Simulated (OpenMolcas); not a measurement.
## O⁵⁺: RASPT2 settings compared

```
Program             : OpenMolcas 26.06
Basis               : ANO-R1 [3s2p1d]
Scalar Hamiltonian  : X2C, finite nucleus
Active space        : 1 electron in 9 orbitals (RAS2 2s 2p; RAS3 3d, at most 1 electron)
State averaging     : 2S+1 = 2 even, 1 root; 2S+1 = 2 odd, 3 roots
Spin-orbit coupling : RASSI with atomic mean-field integrals over the reference wave functions, term energies averaged over their components
```

Methods on the same reference wave functions:
A. RASSCF
B. SS-RASPT2, IPEA 0.5 Eh, no level shift (closed shells correlated: 1s)
C. XMS-RASPT2, IPEA 0.4 Eh, sigma1 regulariser 0.25 Eh (closed shells correlated: 1s)

Energies in cm-1 above 2s 2S 1/2, the measured ground level; measured values from Moore, Selected Tables of Atomic Spectra, NSRDS-NBS 3, section 8.

| Level | A | B | C | Measured |
| --- | --- | --- | --- | --- |
| 2s 2S 1/2 | 0.0 | 0.0 | 0.0 | 0.0 |
| 2p 2P* 1/2 | 72864 | 72819 | 72816 | 96375 |
| 2p 2P* 3/2 | 73270 | 73224 | 73221 | 96908 |

Deviations, from unrounded energies. A percentage is the sum of absolute deviations over the sum of measured energies, with the sign that they share, or ± where signs differ.

| Against measurement | Levels | A | B | C |
| --- | --- | --- | --- | --- |
| mean absolute deviation (cm-1) | 2 | 24000 | 24000 | 24000 |
| other configurations (%) | 2 | -24.4 | -24.4 | -24.4 |

A, B, C lie about equally close to measurement. The largest miss of A in the table is 2p 2P* 3/2, by -24000 cm-1. The ranking rests on the paired levels alone, and a cruder setting can come out closer through cancelling errors.

Between B and C no level of the table moves by more than 5 cm-1.

The lowest spin-free term lies below A's lowest term by 0.001 hartree in B, 0.001 hartree in C.

With one active electron outside closed inactive shells, the extra shells (3d) add no correlation to the reference. The basis is small and was not contracted for so high a charge. With one active electron the reference holds no correlation, so core polarisation is missing (holds for A). With one active electron, CASPT2 adds the correlation within the correlated inactive shells and between them and that electron, and leaves the splitting within a term as the reference gives it (holds for B; C). Measured partners are found by configuration, term and J. A level has none where our copy of the source lacks it or the pairing is in doubt (some pairs that miss far off the trend of their configuration count as doubtful), and it then counts in no deviation. Levels of configurations outside the active space are missing.

* marks odd parity.
